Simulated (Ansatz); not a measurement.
Geometry optimisation, RKS r2SCAN/def2-SVP (Ansatz 0.2.0).

The input (input.yaml):

```yaml
crystal:
  periodic: [false, false, false]
  atoms:
    - { symbol: C, position_ang: [-0.54516, -0.24109, -0.68103] }
    - { symbol: "N", position_ang: [-0.01812, -1.1684, -0.05004] }
    - { symbol: Zn, position_ang: [-0.70604, -2.69155, -0.93849] }
    - { symbol: H, position_ang: [-1.21377, -0.45764, -1.51413] }
    - { symbol: H, position_ang: [-0.40296, 0.85529, -0.47823] }
    - { symbol: H, position_ang: [-1.65323, -2.80602, -2.11294] }
basis:
  gaussian: { orbitals: def2-SVP }
hamiltonian:
  xc: r2scan
relax:
  f_tol: 0.015
  max_steps: 40
```

Run as:

```bash
$ ansatz run input.yaml --threads 1 --pin off --max-ram 2048MiB --backend cpu --events-out ev --progress --plain --runs-dir out
```

Q: Where does it end, and by what steps?

A: The run converged. After 11 steps the energy has fallen by 0.793 eV; H6 moved furthest, 1.29 Å. Parted: C1–Zn3.

| step | energy less start (eV) | largest force component (eV/Å) | accepted |
| --- | --- | --- | --- |
| 0 | 0.0000 | 2.072 | yes |
| 1 | -0.2908 | 0.555 | yes |
| 2 | -0.4399 | 0.402 | yes |
| 3 | -0.5258 | 0.475 | yes |
| 4 | -0.6437 | 0.292 | yes |
| 5 | -0.7207 | 0.325 | yes |
| 6 | -0.7675 | 0.325 | yes |
| 7 | -0.7705 | 0.487 | yes |
| 8 | -0.7793 | 0.430 | yes |
| 9 | -0.7680 | 0.662 | no |
| 10 | -0.7931 | 0.057 | yes |
| 11 | -0.7934 | 0.011 | yes |

```xyz
6
Properties=species:S:1:pos:R:3
C -0.541 0.056 -0.669
N -0.366 -1.178 -0.480
Zn -1.003 -2.679 -1.308
H -1.185 0.521 -1.457
H -0.034 0.810 -0.021
H -1.411 -4.039 -1.840
```

Time of the run: 50 s on 1 CPU thread of a shared host.
